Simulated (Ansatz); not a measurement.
A set of 12 reactions (ligand exchange), with CCSD(T)/CBS values in kJ/mol:

```
                                                                         reaction      ΔE
                    `C=[CH][InH2]` + `C[NH][GeH3]` → `C[N]([GeH3])[InH2]` + `C=C`   -54.6
       `C[SiH2]C[SiH2]O` + `[CH3][AlH][OH]` → `[CH3][AlH][O][SiH2]C` + `C[SiH2]O`  -108.7
                  `CO[SiH2]S[SiH3]` + `O[SiH2]S` → `CO[SiH2]S[SiH2]O` + `[SiH3]S`    -5.8
                `[CH3][Al]([CH3])[F]` + `N=C=O` → `[CH3][Al]([CH3])[N]=C=O` + H–F    37.4
                                                    `FBF` + `CCO` → `CCOBF` + H–F     2.9
                        `[NH2][AlH][GaH2]` + CH₃OH → `C[O][GaH2]` + `[NH2][AlH2]`   -47.6
                       `C[SiH2][SiH2][SeH]` + CH₃SH → `CS[SiH2][SeH]` + `C[SiH3]`   -59.0
`OC([SiH3])[SiH2]Cl` + `N[SiH2][SiH2]Cl` → `[SiH3]N[SiH2][SiH2]Cl` + `OC[SiH2]Cl`   -60.7
                            `C=N[C](=C)[GeH3]` + `NBS` → `NB[S][GeH3]` + `C=CN=C`   -60.9
                                    `FC(F)[O][ZnH]` + H–F → `[F][ZnH]` + `OC(F)F`    -9.6
     `[AlH2][O][AlH2]` + `C[Si](O)(F)Cl` → `C[Si](F)(Cl)[O][AlH2]` + `[OH][AlH2]`    -3.7
`F[SiH](F)[NH][GeH3]` + `N[SiH2][SiH3]` → `[SiH3][SiH2][NH][GeH3]` + `N[SiH](F)F`    -0.2
```

Isolated molecules relaxed with PBE0-D4/def2-TZVP in Ansatz; ΔE leaves out vibrations. CBS: MP2 limit from def2 TZ/QZ plus the TZ coupled-cluster correction, frozen cores. This one scheme is used for every species. DFT in def2-TZVPP. B3LYP here is the variant with VWN-RPA as its local correlation; programs differ in this. def2 core potentials past Kr. For Ga, Ge, In, Se, Zn outer-core shells are correlated without core-valence functions, which leaves a few kJ/mol of doubt a bond. Scalar relativity is left out up to krypton. One conformer a species, not always the lowest.

Problem. Give the mean, mean absolute and largest difference (level minus CCSD(T)/CBS, kJ/mol) for: PBE-D4, PBE0-D4, B3LYP-D4, ωB97X-V, ωB97M-V, PBE, r2SCAN, PBE0, B3LYP, HF/def2-TZVPP, CCSD(T)/def2-TZVPP, HF/def2-QZVPP, MP2/def2-QZVPP, SCS-MP2/def2-QZVPP. (Estimate.)

Solution. Computed: 
```csv
level,mean,mean absolute,largest
PBE-D4,4.2,5.9,13.1
PBE0-D4,3.1,4.8,12.9
B3LYP-D4,0.0,3.1,7.5
ωB97X-V,1.2,3.7,11.3
ωB97M-V,1.0,3.4,12.1
PBE,5.1,7.5,12.4
r2SCAN,1.3,4.1,8.3
PBE0,4.0,6.3,16.3
B3LYP,1.4,6.2,13.5
HF/def2-TZVPP,-2.3,10.1,-28.3
CCSD(T)/def2-TZVPP,0.8,1.7,4.5
HF/def2-QZVPP,-2.8,10.5,-30.0
MP2/def2-QZVPP,-2.1,2.6,-10.6
SCS-MP2/def2-QZVPP,-2.1,3.2,-11.1
```

The largest T1 diagnostic in the set is 0.018, for `N=C=O` (customary mark 0.02).

CCSD(T)/CBS is a level of theory with its own doubt, and the functionals carry their triple-zeta basis error, so these figures describe this set and don't rank the functionals.
